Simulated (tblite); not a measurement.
Compound: C₄H₃BrP₂.
Bonds: Br1–C2, C2–C3 (aromatic), C3–P4 (aromatic), P4–C5 (aromatic), C5–C6 (aromatic), C6–P7 (aromatic), C2–P7 (aromatic). Hydrogens: H8 on C3; H9 on C5; H10 on C6.

Computed with GFN2-xTB (tblite), gas phase: L-BFGS steps from a force-field or distance-geometry start until the largest atomic force falls under 0.01 eV/Å.

Geometry at step 13:
```
atom  x, y, z in Å
Br1     2.9708   -1.4900   -0.3181
C2      1.2757   -0.5938    0.0558
C3      1.2919    0.7705    0.0978
P4     -0.1079    1.8228    0.1028
C5     -1.4368    0.6950    0.0219
C6     -1.4125   -0.6713    0.0408
P7     -0.0453   -1.7413    0.1277
H8      2.2572    1.2588    0.0057
H9     -2.4207    1.1318   -0.0932
H10    -2.3635   -1.1777   -0.0637
```

Problem. What forces act on the atoms?

Solution. 
```
atom  Fx (eV/Å)  Fy (eV/Å)  Fz (eV/Å)
 Br1     -0.127      0.084      0.223
  C2      0.068     -0.196     -0.228
  C3     -0.255     -0.002     -0.204
  P4      0.039     -0.125      0.106
  C5      0.162      0.142     -0.083
  C6      0.210     -0.155      0.004
  P7      0.061      0.014     -0.062
  H8     -0.101      0.087      0.088
  H9      0.008      0.262      0.050
 H10     -0.065     -0.110      0.104
```

The largest, 0.33 eV/Å, acts on C3; the rms over all components is 0.136 eV/Å. The forces sum to zero within rounding, as they must for an isolated molecule in no field.

Problem. Give the force on C3 in Eh/bohr and in nN.

Solution. 0.327 eV/Å ÷ 51.422 = 0.00635 Eh/bohr, and 0.327 eV/Å × 1.602 = 0.52 nN.

Problem. How far is this geometry from the end of the optimisation?

Solution. 0.064 eV above it, and 0.119 Å rms away after alignment. The bonds farthest from their final lengths, with half the difference of the two atoms' forces along the bond (positive lengthens):

| bond | now (Å) | final (Å) | force along bond (eV/Å) |
| --- | --- | --- | --- |
| Br1–C2 | 1.954 | 1.935 | -0.19 |
| C3–P4 | 1.751 | 1.740 | -0.15 |
| P4–C5 | 1.745 | 1.738 | -0.13 |
| C5–C6 | 1.367 | 1.371 | +0.15 |
| C2–P7 | 1.751 | 1.747 | -0.06 |
| C6–H10 | 1.082 | 1.086 | +0.11 |

The angle farthest from its final value is C6–C5–H9, 114.9° against 117.0°.

Of the 2 listed bonds off by 0.010 Å or more, this force points towards the final length in 2.
